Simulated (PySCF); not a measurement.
Compound: C7H13NSe.
SMILES with atom numbers: `[CH3:1][CH:2]([CH3:3])[Se:4][CH2:5][CH2:6][CH2:7][C:8]#[N:9]` (hydrogens: H10, H11, H12 on C1; H13 on C2; H14, H15, H16 on C3; H17, H18 on C5; H19, H20 on C6; H21, H22 on C7)

Cartesian coordinates in Å at the PBE0-D3(BJ)/def2-SVP level; atoms count from 1:
```xyz
22
C7H13NSe angstrom
C      2.168   -1.507    0.758
C      1.340   -0.524   -0.052
C      2.115    0.077   -1.210
Se     0.692    0.871    1.190
C     -0.725    1.646    0.082
C     -2.132    1.243    0.495
C     -2.398   -0.262    0.436
C     -2.181   -0.825   -0.891
N     -1.971   -1.244   -1.950
H      2.539   -2.313    0.104
H      3.046   -1.015    1.207
H      1.582   -1.966    1.567
H      0.441   -1.030   -0.436
H      2.440   -0.718   -1.901
H      3.009    0.611   -0.851
H      1.506    0.786   -1.790
H     -0.516    1.359   -0.960
H     -0.610    2.738    0.144
H     -2.327    1.574    1.528
H     -2.857    1.771   -0.149
H     -3.429   -0.489    0.748
H     -1.720   -0.778    1.138
```

The calculation used PBE0-D3(BJ)/def2-SVP geometry optimisation, gas phase (PySCF 2.14.0).

Masses are those of the commonest isotopes; rigid-rotor values at the optimised geometry. The values belong to one conformer with, in the numbering `[CH3:1][CH:2]([CH3:3])[Se:4][CH2:5][CH2:6][CH2:7][C:8]#[N:9]`, C1–C2–Se4–C5 -164°, C2–Se4–C5–C6 104°, Se4–C5–C6–C7 -60°, C5–C6–C7–C8 -58°.

(1) What are A, B and C (MHz)?

(2) Classify the top.

(3) What does the inertial defect say?

(4) Give the other two planar moments, Paa and Pbb, and the rms extents of the mass along the axes.

(5) List the rotational levels J(Ka,Kc) to J = 2 (cm⁻¹).

(6) Which lines would a microwave search look for?

(7) Estimate the classical rotational partition function at 10 K, 200 K and 298.15 K.

Answers

(1) Ia = 359.96, Ib = 592.29, Ic = 779.17 u·Å²; 505379 MHz·u·Å²/I gives A = 1404, B = 853.3, C = 648.6 MHz.

(2) An asymmetric top. Ray's parameter κ = (2B − A − C)/(A − C) = -0.458; −1 is the prolate and +1 the oblate limit.

(3) Not planar: Δ = Ic − Ia − Ib = -173.07 u·Å². For a rigid frame Δ = −2 Σ m c², so Σ m c² = 86.54 u·Å² lies off the ab plane: 26.68 from hydrogen and 59.86 from heavier atoms. The atom farthest from that plane is 2.14 Å away.

(4) Paa = Σ m a² = (Ib + Ic − Ia)/2 = 505.75 and Pbb = Σ m b² = (Ia + Ic − Ib)/2 = 273.42 u·Å². With the mass M = 191.02 u, the rms extents √(P/M) along a, b and c are 1.63, 1.20, 0.67 Å.

(5) Above 0(0,0):
J = 1: 1(0,1) 0.0501, 1(1,1) 0.0685, 1(1,0) 0.0753
J = 2: 2(0,2) 0.1487, 2(1,2) 0.1618, 2(1,1) 0.1823, 2(2,1) 0.2374, 2(2,0) 0.2390
Those of J = 1 are B + C, A + C and A + B.

(6) The dipole components are |μa| = 0.08 D, |μb| = 2.09 D, |μc| = 0.68 D. Intensities carry the squares of the components, which stand as 0.00 : 1.00 : 0.11 (a : b : c). Some lines, for components of 0.1 D or more:

```
type  branch         J(Ka,Kc)    MHz  lower level (cm⁻¹)
   c       Q  2(1,2) ← 2(0,2)    393               0.149
   c       Q  1(1,1) ← 1(0,1)    551               0.050
   c       Q  4(2,3) ← 4(1,3)   1050               0.552
   b       Q  3(2,1) ← 3(1,2)   1601               0.342
   c       R  1(1,0) ← 0(0,0)   2257               0.000
   b       R  2(0,2) ← 1(1,1)   2406               0.068
   b       Q  3(2,2) ← 3(1,3)   2600               0.301
   b       Q  4(2,3) ← 4(1,4)   3049               0.485
   c       Q  3(3,1) ← 3(2,1)   3070               0.395
   b       Q  3(3,0) ← 3(2,1)   3077               0.395
   b       Q  4(3,2) ← 4(2,3)   3406               0.587
   c       Q  4(4,1) ← 4(3,1)   4457               0.702
   b       R  2(2,1) ← 1(1,0)   4861               0.075
   b       R  4(1,3) ← 3(2,2)   4920               0.388
   b       R  2(2,0) ← 1(1,1)   5113               0.068
   b       R  3(2,2) ← 2(1,1)   6158               0.182
   c       R  3(2,2) ← 2(1,2)   6772               0.162
   c       R  4(2,2) ← 3(1,2)   7941               0.342
   b       R  4(2,2) ← 3(1,3)   9162               0.301
   b       R  4(4,1) ← 3(3,0)  10582               0.498
   c       R  4(4,1) ← 3(3,1)  10589               0.498
   b       R  4(4,0) ← 3(3,1)  10590               0.498
```

(7) Point group C1, symmetry number σ = 1; q = (√π/σ)·√((kT/h)³/(ABC)), k/h = 20836.6 MHz/K: 6050 at 10 K, 541000 at 200 K, 985000 at 298.15 K.

Whether it is a minimum is left open (no frequencies). No vibrational averaging or centrifugal distortion is included, and the geometry carries the error of its method. A rigid rotor knows nothing of internal rotation, which can split or shift real lines. Quadrupole hyperfine structure (14N) is left out.

Rough CPU time on one thread of a shared machine: about 9 min. That covers the optimisation of the geometry.
